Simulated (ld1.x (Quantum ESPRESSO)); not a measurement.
**Transferability test, ultrasoft potential for titanium**

ld1.x (Quantum ESPRESSO) 7.5 input, shortened:

```
&input
   title='Ti', zed=22., rel=1, dft='PBE', iswitch=3,
   config='[Ar] 3d2.5 4s1.5 4p0'
 /
 &inputp
   pseudotype=3, tm=.true., lloc=-1, rcloc=2.95,
   nlcc=.true.,
   which_augfun='PSQ', rmatch_augfun_nc=.true.
 /
6
4S  1  0   1.50   0.00  2.35  3.15  0.0
4S  1  0   0.00   0.80  2.35  3.15  0.0
4P  2  1   0.00   0.00  3.50  4.45  0.0
4P  2  1   0.00   0.65  3.50  4.45  0.0
3D  3  2   2.50   0.00  1.95  2.60  0.0
3D  3  2   0.00   0.25  1.95  2.60  0.0
 &test
   configts(1)='3d2.5 4s1.5 4p0'
 /
```

Energies are relative to the spin-unpolarised reference configuration 3d2.5 4s1.5 4p0; without spin polarisation the order of configurations can differ from experiment. The frozen-core shift is the all-electron ΔE with the core orbitals held at their reference shape minus the fully relaxed ΔE.

```json
{"valence configuration": "3d2 4s1 4p0", "charge": "+1", "ΔE all-electron (eV)": "6.994", "error AE − PS (meV)": "-16", "frozen-core shift (meV)": "+32"}
{"valence configuration": "3d2 4s0 4p0", "charge": "+2", "ΔE all-electron (eV)": "20.566", "error AE − PS (meV)": "-43", "frozen-core shift (meV)": "+66"}
{"valence configuration": "3d2 4s0 4p2", "charge": "0", "ΔE all-electron (eV)": "5.935", "error AE − PS (meV)": "-53", "frozen-core shift (meV)": "+43"}
{"valence configuration": "3d1 4s2 4p1", "charge": "0", "ΔE all-electron (eV)": "4.319", "error AE − PS (meV)": "-437", "frozen-core shift (meV)": "+536"}
{"valence configuration": "3d3 4s1 4p0", "charge": "0", "ΔE all-electron (eV)": "0.753", "error AE − PS (meV)": "-8.6", "frozen-core shift (meV)": "+17"}
```

(1) What are ΔE and the potential's error for 3d2 4s0 4p1?

(2) What are ΔE and the potential's error for 3d2 4s2 4p0?

Levels in the configuration 3d2 4s0 4p0:

| level | all-electron (eV) | pseudo (eV) |
| --- | --- | --- |
| 3d | -19.680 | -19.829 |

Answers

(1) ΔE = 10.770 eV all-electron; the error (AE − PS) is -44 meV.

(2) ΔE = -0.353 eV all-electron; the error (AE − PS) is -17 meV.
